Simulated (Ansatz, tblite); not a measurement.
Removing and adding an electron: Nb2(NH2)10 (Nb₂N₁₀H₂₀). Charge 0, multiplicity 1. Geometry: r2SCAN-D4/def2-SVP. Ansatz, gas phase; energy differences of separate SCF runs; the oxidised species was run as a doublet alone; the reduced species was run as a doublet alone.

```tsv
atom	x (Å)	y (Å)	z (Å)
Nb1	-0.100	-1.218	-1.306
N2	0.880	0.210	-2.355
N3	-1.514	-2.019	-0.098
N4	-1.041	-1.872	-2.952
N5	1.252	-2.701	-1.332
N6	1.116	-0.631	0.560
Nb7	0.103	1.219	1.311
N8	1.044	1.873	2.956
N9	-1.249	2.703	1.335
N10	-0.880	-0.210	2.355
N11	1.514	2.017	0.098
N12	-1.114	0.632	-0.555
H13	0.771	1.221	-2.353
H14	1.724	-0.032	-2.875
H15	-2.229	-1.569	0.469
H16	-1.471	-3.008	0.147
H17	-1.806	-2.545	-2.963
H18	-0.805	-1.610	-3.907
H19	1.270	-3.436	-2.037
H20	2.012	-2.849	-0.670
H21	1.119	-1.359	1.278
H22	2.100	-0.446	0.350
H23	1.809	2.545	2.967
H24	0.808	1.610	3.911
H25	-2.006	2.850	0.670
H26	-1.268	3.439	2.039
H27	-0.779	-1.222	2.341
H28	-1.730	0.031	2.866
H29	2.218	1.565	-0.480
H30	1.468	3.006	-0.150
H31	-1.117	1.359	-1.274
H32	-2.097	0.446	-0.345
```

In the def2 sets Nb takes a core potential; there is no spin–orbit coupling. The xTB rows come from tblite. HOMO above LUMO, or a gap near zero within one spin, warns that the state may not be the lowest or that an electron is smeared out.

```tsv
level	−HOMO (eV)	vertical IE (eV)	−LUMO (eV)	vertical EA (eV)	HOMO–LUMO gap (eV)	IE − EA (eV)	remarks
GFN1-xTB	8.92	11.02	7.36	5.30	1.56	5.73	–
PBE0-D4/def2-SVP	5.68	7.09	0.52	-0.74	5.16	7.83	HOMO above zero (-1 doublet)
```

**Question.** Estimate the rows for GFN2-xTB, PBE-D4/def2-SVP.

**Answer.** 
```json
{"level": "GFN2-xTB", "−HOMO (eV)": "8.87", "vertical IE (eV)": "11.13", "−LUMO (eV)": "6.54", "vertical EA (eV)": "4.33", "HOMO–LUMO gap (eV)": "2.34", "IE − EA (eV)": "6.79", "remarks": "–"}
{"level": "PBE-D4/def2-SVP", "−HOMO (eV)": "4.41", "vertical IE (eV)": "6.54", "−LUMO (eV)": "1.29", "vertical EA (eV)": "-0.72", "HOMO–LUMO gap (eV)": "3.12", "IE − EA (eV)": "7.26", "remarks": "HOMO above zero (-1 doublet), gap within one spin near zero (-1 doublet)"}
```

Relaxing the oxidised species (r2SCAN-D4/def2-SVP) changes its energy by -0.18 eV at PBE-D4/def2-SVP, so the adiabatic ionisation energy to this nearest minimum is 6.36 eV. At PBE0-D4/def2-SVP it is 6.86 eV.  Relaxing the reduced species (r2SCAN-D4/def2-SVP) changes its energy by -0.48 eV at PBE-D4/def2-SVP, so the adiabatic electron affinity to this nearest minimum is -0.24 eV. At PBE0-D4/def2-SVP it is -0.33 eV. The highest occupied level of the relaxed charge -1 doublet lies above zero (up to 1.94 eV). By energy differences, losing it releases 0.24 eV (each at its own geometry, to the charge 0 singlet, at PBE-D4/def2-SVP).     A HOMO above zero means that the electron is unbound at that level or that self-interaction error raises the level; the energy of removing that electron tells which. Raw xTB energy differences between charge states are shifted by several eV; the methods need an empirical correction for them. Sets without diffuse functions give affinities that are too small. A negative affinity means that the extra electron isn't bound; its size then hangs on the basis.
